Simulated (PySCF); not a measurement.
# A ladder of Hamiltonians for Sm(58+) (samarium, charge +58)

Occupied: 1s1/2, 2s1/2. Hartree-Fock calculated with PySCF 2.14 in an uncontracted even-tempered set (16 s from 13 bohr⁻², ratio 2.7; 13 p from 15 bohr⁻², ratio 2.7), Gaussian nucleus throughout. NR is non-relativistic, sf-X2C the spin-free one-electron X2C Hamiltonian, X2C adds the bare one-electron spin-orbit term, X2C-SNSO screens it by Boettger's factors, DC is four-component Dirac-Coulomb, and the Gaunt and Breit terms are added at first order (total energies over the DC spinors, levels after relaxing the spinors in that mean field). QED terms are absent. Levels marked empty are virtual spinors of this ion.

```csv
Hamiltonian,E (hartree)
NR,-4708.1239
sf-X2C,-4985.5050
X2C,-4985.5050
X2C-SNSO,-4985.5050
DC,-4987.5390
DC+Gaunt,-4983.4030
DC+Breit,-4983.4900
```

```json
{"level (eV)": "1s1/2", "NR": "-50592.4", "sf-X2C": "-53373.4", "X2C": "-53373.4", "X2C-SNSO": "-53373.4", "DC": "-53422.3", "DC+Gaunt": "-53323.1", "DC+Breit": "-53324.2"}
{"level (eV)": "2s1/2", "NR": "-12161.7", "sf-X2C": "-13006.9", "X2C": "-13006.9", "X2C-SNSO": "-13006.9", "DC": "-13012.5", "DC+Gaunt": "-13000.8", "DC+Breit": "-13002.0"}
{"level (eV)": "2p1/2 (empty)", "NR": "-11810.4", "sf-X2C": "-12130.2", "X2C": "-12616.3", "X2C-SNSO": "-12598.7", "DC": "-12604.4", "DC+Gaunt": "-12582.9", "DC+Breit": "-12585.9"}
{"level (eV)": "2p3/2 (empty)", "NR": "-11810.4", "sf-X2C": "-12130.2", "X2C": "-11924.1", "X2C-SNSO": "-11930.5", "DC": "-11931.6", "DC+Gaunt": "-11919.7", "DC+Breit": "-11922.7"}
{"level (eV)": "3s1/2 (empty)", "NR": "-5210.8", "sf-X2C": "-5498.7", "X2C": "-5498.7", "X2C-SNSO": "-5498.7", "DC": "-5500.2", "DC+Gaunt": "-5496.9", "DC+Breit": "-5497.4"}
```

How large are the two-electron picture-change error of X2C and the Breit correction in the total energy?

X2C-1e lies 2.0340 hartree above Dirac-Coulomb; Gaunt adds 4.1360 and the full Breit term 4.0490 hartree.

```csv
interval (eV),X2C,X2C-SNSO,DC,DC+Gaunt,DC+Breit
2p3/2 − 2p1/2,692.2,668.2,672.7,663.2,663.2
```

Weight of the small component: 1s1/2 0.0535, 2s1/2 0.0129, 2p1/2 0.0127, 2p3/2 0.0120, 3s1/2 0.00548.

Koopmans' value for the highest occupied level at DC+Breit: 13002.0 eV, against an ionisation energy of 12992 ± 6 eV (theoretical estimate listed by NIST; NIST Atomic Spectra Database, ionization energies); the former lacks relaxation, correlation, QED and recoil.

The whole ladder took 43 s of wall time on 1 thread of Neoverse-V1 (shared host), launched as `OMP_NUM_THREADS=1 python relrun2.py TASK.json OUT` (a driver that calls PySCF for each Hamiltonian).
